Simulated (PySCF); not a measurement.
Electron correlation in Dy⁺ (dysprosium, charge +1)

[Xe] 4f9 6s1 6p1, one real determinant (an excited configuration). Calculation: PySCF 2.14, in cc-pVDZ-X2C (8s7p5d3f1g, 84 functions); scalar relativity by spin-free X2C-1e. Frozen: [Kr] 4d10; 19 electrons correlated.

MP2 pair energies summed by pair of shells (mhartree):

| pair | energy | share (%) |
| --- | --- | --- |
| 4f-4f | -191.12 | 34.4 |
| 4f-5p | -152.04 | 27.3 |
| 5p-5p | -115.94 | 20.8 |
| 4f-5s | -30.07 | 5.4 |
| 5s-5p | -28.60 | 5.1 |
| 5p-6s | -13.93 | 2.5 |
| 5p-6p | -7.53 | 1.4 |
| 5s-5s | -5.64 | 1.0 |
| 4f-6s | -5.42 | 1.0 |
| 4f-6p | -3.02 | 0.5 |
| 6s-6p | -1.40 | 0.3 |
| 5s-6s | -1.00 | 0.2 |
| 5s-6p | -0.56 | 0.1 |

Total MP2 correlation energy: -556.27 mhartree.

Same-spin part -231.96 and opposite-spin part -324.31 mhartree; SCS-MP2 scales them by 1/3 and 6/5 to -466.49 mhartree.

The basis was made for the ground configuration and has no added diffuse functions, which can raise the energy of the promoted electron.

The reference is one real determinant that mixes LS terms of this configuration.
